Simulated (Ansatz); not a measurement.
Ansatz results at the PBE0-D4/def2-TZVP geometry: LUMO energy (B3LYP/def2-TZVPP) -0.71 eV; zero-point energy (PBE0-D4/def2-TZVP) 336.5 kJ/mol; HOMO–LUMO gap (ωB97M-V/def2-TZVPP) 9.33 eV.

Each molecule was computed in one conformer, which needn't be the lowest.

(1) Which molecule gave them?
A. `FC(F)(F)[TeH]`
B. `C[SiH2][TeH]`
C. `C[Te]C(F)(F)F`
D. `CC(C)[Te]B(O)O`

## Answers

(1) D. The others give `C[Te]C(F)(F)F`: -1.53, 132.9, 9.24; `C[SiH2][TeH]`: -0.72, 159.1, 9.79; `FC(F)(F)[TeH]`: -1.85, 53.7, 9.48.

B3LYP here is the variant with VWN-RPA as its local correlation; programs differ in this.
